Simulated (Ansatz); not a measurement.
`[CH3][GaH][BH]N`. The species carries charge 0 and has multiplicity 1.

```xyz
11

C     1.848    0.815    0.798
Ga   -0.122    0.636    0.708
B    -1.126   -0.948   -0.221
N    -1.560   -0.974   -1.541
H     2.149    1.776    0.371
H     2.381    0.019    0.276
H     2.172    0.824    1.843
H    -0.903    1.779    1.486
H    -1.361   -1.942    0.418
H    -1.440   -0.220   -2.197
H    -2.040   -1.765   -1.941
```

(1) What are the harmonic wavenumbers in cm⁻¹ at PBE0-D4/def2-TZVP (Ansatz, finite differences of forces, unscaled)? (Best estimate.)

(2) Is this a minimum?

(3) Give the ideal-gas thermochemistry at 298.15 K and 1 bar (rigid rotor, harmonic oscillator; point group C1, symmetry number 1).

(4) And at 400, 500, 600, 800 and 1000 K?

Answers

(1) Ansatz gave: 44, 47, 117, 195, 392, 465, 475, 561, 612, 639, 655, 784, 888, 921, 1148, 1214, 1347, 1443, 1449, 1652, 1890, 2542, 3041, 3113, 3146, 3596, 3688.

(2) Yes, all 27 modes are real.

(3) Zero-point energy 215.7 kJ/mol; H(298) − E = 237.8 kJ/mol; entropy 361.7 J/(mol·K), of which translation 167.9, rotation 109.5, vibration 84.3; G(298) − E = 129.9 kJ/mol. Modes under 100 cm⁻¹ are hindered rotations or soft bends, so the harmonic entropy is rough.

(4) 
| T (K) | H − E (kJ/mol) | S (J/mol/K) | G − E (kJ/mol) |
| --- | --- | --- | --- |
| 400 | 250.1 | 397.0 | 91.3 |
| 500 | 263.9 | 427.8 | 50.0 |
| 600 | 279.3 | 455.8 | 5.8 |
| 800 | 313.4 | 504.8 | -90.4 |
| 1000 | 351.1 | 546.8 | -195.6 |
